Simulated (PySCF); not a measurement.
Positional isomers: silole mercapto. All species are isolated molecules in the gas phase. One relaxed conformer stands for each flexible species; it need not be the lowest. Strings in code marks are SMILES.

The HOMO–LUMO gap from two functionals at the same geometries (PBE0-D3(BJ)/def2-TZVP), both in PySCF: PBE-D3(BJ)/def2-TZVP and ωB97X-D3(BJ)/def2-TZVP. 

```tsv
species	ωB97X-D3(BJ)/def2-TZVP (eV)
`SC1=CC=C[SiH2]1` (H–S–C–Si torsion 0°)	8.72
`SC1=C[SiH2]C=C1` (H–S–C–C torsion 180°)	9.15
`S[SiH]1C=CC=C1` (H–S–Si–C torsion 54°)	9.45
```

What does PBE-D3(BJ)/def2-TZVP give for each?


- `SC1=CC=C[SiH2]1` (H–S–C–Si torsion 0°): 2.67
- `SC1=C[SiH2]C=C1` (H–S–C–C torsion 180°): 2.94
- `S[SiH]1C=CC=C1` (H–S–Si–C torsion 54°): 3.10
Over these rows, drawn at random from the members with no instability flagged (it was tested for open shells, ions and some series alone), PBE minus ωB97X-D3(BJ): mean -6.21 eV, from -6.35 eV to -6.05 eV.
